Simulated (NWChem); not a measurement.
# CH₈MoO; SMILES C[O][MoH5]

```xyz
11

Mo     0.0363     0.6339     0.0007
O      0.4467    -1.1725     0.0007
C     -0.2054    -2.4274     0.0002
H      0.5629    -3.2178    -0.1340
H     -0.7290    -2.6009     0.9636
H     -0.9363    -2.4960    -0.8325
H     -1.1225     1.4003    -0.9312
H     -1.5133     0.0897    -0.0216
H      0.5286     1.3747    -1.4458
H     -1.1460     1.3998     0.9032
H      0.4883     1.3714     1.4625
```
Atoms are numbered in this order, from 1.

All runs use the structure optimised with PBE-D3(BJ)/def2-SVP. No frequency run checked for a minimum. def2 effective core potentials on Mo; no spin-orbit coupling.

Question: List the 4 lowest vertical singlet excitations from B3LYP/def2-SVP with def2 effective core potentials on Mo, full TDDFT (NWChem).

Answer: 
| state | energy (eV) | oscillator strength | leading excitation (squared amplitude) |
|---|---|---|---|
| S1 | 3.58 | 0.015 | HOMO → LUMO (0.92) |
| S2 | 3.82 | 0.001 | HOMO−1 → LUMO (0.89) |
| S3 | 4.32 | 0.017 | HOMO → LUMO+2 (0.65) |
| S4 | 4.33 | 0.035 | HOMO → LUMO+1 (0.66) |
